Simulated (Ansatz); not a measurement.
Basis-set series for `C[O][Ti]([Cl])([Se]C)[N](C)C`. The species carries charge 0 and has multiplicity 1. The geometry is a stationary point of PBE0-D4/def2-TZVP. It is one conformer, not always the lowest.

```csv
functional,basis,functions,energy (Eh),HOMO (eV),LUMO (eV)
PBE0-D4,def2-TZVPP,508,-4000.20532,-6.40,-1.73
PBE0-D4,def2-QZVPP,954,-4000.30166,-6.42,-1.75
ωB97M-V,def2-TZVPP,508,-4000.80136,-8.50,0.36
ωB97M-V,def2-QZVPP,954,-4000.89404,-8.52,0.32
```

Q: Give the rows for def2-SVP. (Best estimate.)

A: Computed: 
| functional | basis | functions | energy (Eh) | HOMO (eV) | LUMO (eV) |
| --- | --- | --- | --- | --- | --- |
| PBE0-D4 | def2-SVP | 225 | -3999.31738 | -6.28 | -1.67 |
| ωB97M-V | def2-SVP | 225 | -3999.90151 | -8.35 | 0.46 |

Positive LUMOs are unbound and depend on the basis. Scalar relativity is left out up to krypton.
